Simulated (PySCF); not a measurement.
Partial charges of `[SiH3]CCc1cocn1`

Compound: C₅H₉NOSi.
Structure used (GFN2-xTB), in Å, numbered top down from 1:
```
atom  x, y, z in Å
Si1   -1.962    0.979   -0.045
C2    -1.455   -0.851    0.138
C3    -0.126   -1.045    0.874
C4     0.975   -0.323    0.187
C5     1.837   -0.742   -0.780
O6     2.633    0.299   -1.120
C7     2.217    1.304   -0.346
N8     1.244    0.998    0.443
H9    -1.814    1.662    1.236
H10   -3.370    0.989   -0.461
H11   -1.169    1.631   -1.087
H12   -2.229   -1.395    0.682
H13   -1.383   -1.315   -0.848
H14    0.122   -2.109    0.931
H15   -0.214   -0.651    1.888
H16    1.989   -1.677   -1.278
H17    2.698    2.259   -0.423
```

Density: PBE0/pcSseg-1 (PySCF); schemes: Mulliken, IAO, Hirshfeld and ESP-fitted. Geometry: GFN2-xTB, one conformer, isolated molecule.

At which atom do the 4 schemes differ most?

At C2: from -0.527 (IAO) to -0.071 e (ESP-fitted), 0.456 e apart.

For which atoms does the sign change between the 4 schemes (beyond +0.03 e in one, beyond −0.03 e in another)?

C4 and C5. Atomic charges aren't observables, and each scheme defines them in its own way.

Do the Mulliken, IAO, Hirshfeld and ESP-fitted schemes agree on where the charge is highest?

The schemes don't all agree: Mulliken Si1 (+0.521); IAO Si1 (+0.596); Hirshfeld Si1 (+0.296); ESP-fitted C7 (+0.387).

Give the atomic charges in each scheme.

In e:

```csv
atom,environment,Mulliken,IAO,Hirshfeld,ESP-fitted
Si1,SiH3 silicon,+0.521,+0.596,+0.296,+0.285
C2,sp3 carbon bound to silicon,-0.527,-0.527,-0.155,-0.071
C3,benzylic-type carbon,-0.088,-0.259,-0.069,-0.253
C4,substituted aromatic carbon,-0.121,+0.056,+0.024,+0.264
C5,aromatic CH next to a ring oxygen,+0.137,-0.045,-0.006,-0.101
O6,furan-type oxygen,-0.352,-0.236,-0.064,-0.255
C7,aromatic CH next to a ring nitrogen,+0.326,+0.151,+0.088,+0.387
N8,pyridine-type nitrogen,-0.405,-0.324,-0.177,-0.580
H9,Si–H hydrogen,-0.074,-0.114,-0.076,-0.071
H10,Si–H hydrogen,-0.100,-0.128,-0.087,-0.116
H11,Si–H hydrogen,-0.086,-0.118,-0.085,-0.064
H12,methylene hydrogen,+0.143,+0.147,+0.041,+0.053
H13,methylene hydrogen,+0.138,+0.144,+0.035,+0.035
H14,methylene hydrogen,+0.125,+0.144,+0.044,+0.066
H15,methylene hydrogen,+0.141,+0.155,+0.046,+0.137
H16,aromatic hydrogen,+0.100,+0.177,+0.067,+0.181
H17,aromatic hydrogen,+0.123,+0.183,+0.078,+0.102
```

Mean size of the charges over all atoms: Mulliken 0.206 e, IAO 0.206 e, ESP-fitted 0.178 e, Hirshfeld 0.085 e. Each set sums to the total charge, 0, to within 0.001 e. The Mulliken scheme gives each basis function's population to the atom it is centred on and halves the overlap population of two atoms between them.

How many electrons does the Hirshfeld scheme count on C4?

Z − q = 6 − (+0.024) = 5.976.

How closely do the schemes follow one another over all atoms?

Correlation coefficient and root-mean-square difference: IAO with Hirshfeld 0.96, 0.152 e; Mulliken with IAO 0.93, 0.098 e; Mulliken with Hirshfeld 0.90, 0.165 e; Hirshfeld with ESP-fitted 0.78, 0.157 e; IAO with ESP-fitted 0.74, 0.173 e; Mulliken with ESP-fitted 0.72, 0.183 e.

Sum the charges by element, for elements with more than one atom.

```csv
element,atoms,Mulliken,IAO,Hirshfeld,ESP-fitted
C,5,-0.273,-0.625,-0.118,+0.225
H,9,+0.509,+0.589,+0.062,+0.324
```
